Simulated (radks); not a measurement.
Q: Species: La. Configuration: [Xe] 5d1 6s2 (the NIST ground configuration). All-electron calculation, scalar-relativistic Kohn-Sham, revPBE, spin-polarised, spherical densities, point nucleus; open shells are filled with parallel spins first (spin-orbit coupling, left out, can overturn this in heavy ions). Program: a radial shooting solver on a logarithmic mesh with Libxc functionals. Some entries of the table are withheld. Estimate them.

orbital  occ.  eigenvalue (eV)  <r^2> (bohr^2)
1s down     1        -38753.83       0.0008536
1s up       1        -38753.83       0.0008536
2s up       1        -6169.223         0.01362
2s down     1        -6169.196         0.01362
2p up       3        -5528.598         0.01084
2p down     3        -5528.579         0.01084
3s up       1        -1319.538         0.09289
3s down     1        -1319.526         0.09289
3p up       3        -1115.023         0.09294
3p down     3        -1115.010         0.09294
3d up       5        -821.4524         0.07970
3d down     5        -821.4310         0.07970
4s up       1        -266.4988          0.4826
4s down     1        -266.4592          0.4826
4p up       3        -200.0069          0.5458
4p down     3        -199.9726          0.5458
4d up       5        -103.8267          0.6830
4d down     5        -103.7941          0.6828
5s up       1         -39.0175           2.733
5s down     1         -38.7273           2.714
5p up       3         -22.5683           3.699
5p down     3         -22.1546           3.666
6s up       1          -3.7836             (1)
6s down     1          -3.4518             (2)
5d up       1              (3)           10.59
5d down     0              (4)           11.28
6p up       0          -1.4084           40.81
6p down     0          -1.2456           44.31

A: 
(1) 6s up <r^2> (bohr^2): 21.77
(2) 6s down <r^2> (bohr^2): 23.00
(3) 5d up eigenvalue (eV): -3.2916
(4) 5d down eigenvalue (eV): -2.7655
